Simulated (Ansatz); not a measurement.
Input and output for Sn2H2⁻ (the lowest doublet isomer of a short search).

```yaml
crystal:
  periodic: [false, false, false]
  atoms:
    - {symbol: Sn, position_ang: [-0.157382, -1.390758, -0.228135]}
    - {symbol: Sn, position_ang: [-0.168495, 1.399801, 0.152121]}
    - {symbol: H, position_ang: [-0.248431, 1.351171, 1.963940]}
    - {symbol: H, position_ang: [0.574308, -1.360214, -1.887925]}
basis:
  gaussian: {orbitals: x2c-TZVPPall}
total_charge: -1
magnetization: {spin_polarized: true, initial_magnetization: 3}
hamiltonian: {xc: {name: wB97X}}
scf: {lower_state_search: off}
output: {forces: true}
```

```sh
$ ansatz run in.yaml --threads 4 --pin off --events-out ev --progress --plain --max-ram 3916MiB
```

It prints (some lines left out):

```
Functional definition: wB97X
1308 factors; integrals over basis functions are off by at most 1.4e-3 eV
209 factors; integrals over basis functions are off by at most 8.6e-6 eV
mean field evaluation 1: about -336193.8426 eV, gradient 1.1e1 eV
mean field evaluation 2: about -336194.3165 eV, gradient 8.8e0 eV
mean field evaluation 4: about -336194.5363 eV, gradient 3.6e-1 eV
mean field evaluation 8: about -336194.5424 eV, gradient 2.3e-2 eV
mean field evaluation 16: about -336194.5424 eV, gradient 3.1e-4 eV
mean field -336194.54241393 eV, -12354.9215528666 hartree, gradient 4.8e-6 eV, S^2 3.762593; 0 other end points of the search recorded, 0 dependent functions left out
reference -336194.54239786 eV, -12354.9215522757 hartree; 53, 50 occupied and 95, 98 virtual orbitals, 1308 factors
Total energy: -336194.54239786 eV, -12354.9215522757 hartree
Relativity: scalar
Atom 0 at    -0.157382    -1.390758    -0.228135 Å, force     0.100323    -0.873487    -0.568913 eV/Å
Atom 1 at    -0.168495     1.399801     0.152121 Å, force    -0.115611     0.873912     0.565941 eV/Å
Atom 2 at    -0.248431     1.351171     1.963940 Å, force     0.068597     0.153313    -0.241878 eV/Å
Atom 3 at     0.574308    -1.360214    -1.887925 Å, force    -0.053309    -0.153738     0.244851 eV/Å
Dipole moment:    -0.062882     0.001735    -0.014713 e Å
Checks for a lower state left out: stability, starts, cluster_reference, orbital_swaps, neighbouring_geometries, increment
```

It took 9 s on 4 threads of Arm Neoverse V2 on a shared host.

DK, ANO-RCC and x2c sets are all-electron and run with scalar relativity unless a key says otherwise. The highest occupied level of an anion often lies above zero with these methods, and sets without diffuse functions describe the outer electron poorly.

The dipole of an ion depends on the origin.
